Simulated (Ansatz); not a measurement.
Reaction (cleavage of the Si–Sn bond): `[SiH3][SiH2][SnH3]` + `OCF` → `FCO[SiH2][SiH3]` + `[SnH4]`

Calculated with Ansatz (gas phase, PBE0-D4/def2-TZVP geometries, no zero-point term in ΔE). CCSD(T)/CBS adds triple-zeta CCSD(T) − MP2 to the extrapolated MP2 energy (def2 sets, frozen cores). DFT in def2-TZVPP. def2 core potentials past Kr. For Sn outer-core shells are correlated without core-valence functions, which leaves a few kJ/mol of doubt a bond. Each species was taken in one conformer, which may not be the lowest.

```csv
species,PBE-D4 energy (Eh)
`[SiH3][SiH2][SnH3]`,-797.77200
`OCF`,-214.84163
`FCO[SiH2][SiH3]`,-795.97141
`[SnH4]`,-216.65042
```

Q: Work out ΔE.

A: ΔE = (-795.97141) + (-216.65042) − (-797.77200) − (-214.84163) = -0.00820 Eh = -21.5 kJ/mol. CCSD(T)/CBS gives -33.1 kJ/mol.

Largest T1 diagnostic among the species: 0.014.

In def2-TZVPP, CCSD(T) changes the Hartree–Fock value by +18.2 kJ/mol (the triples alone add +2.2 kJ/mol) and MP2 by +19.4 kJ/mol. From PBE to PBE0 (25 % exact exchange), in def2-TZVPP and without D4, ΔE moves by −3.6 kJ/mol.
